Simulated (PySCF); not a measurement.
Vertical excitations of a molecule C4H7NO from TDDFT-LC-ωPBE/def2-SVPD run with PySCF, as energy in eV (oscillator strength): 7.78 (0.000), 7.93 (0.023), 8.23 (0.003), 8.26 (0.001), 9.03 (0.001), 9.07 (0.032), 9.26 (0.063), 9.26 (0.035), 9.57 (0.009), 9.62 (0.007). Lowest triplet (TDA): 6.29 eV. Geometry: ωB97X-D3(BJ)/def2-SVP. One conformer was computed; it need not be the lowest.

Question: Identify the compound among the candidates.
(A) COCCC#N
(B) C/C=N/C(C)=O
(C) CC(C)=NC=O
(D) CC/C=N\C=O

Answer: A, COCCC#N
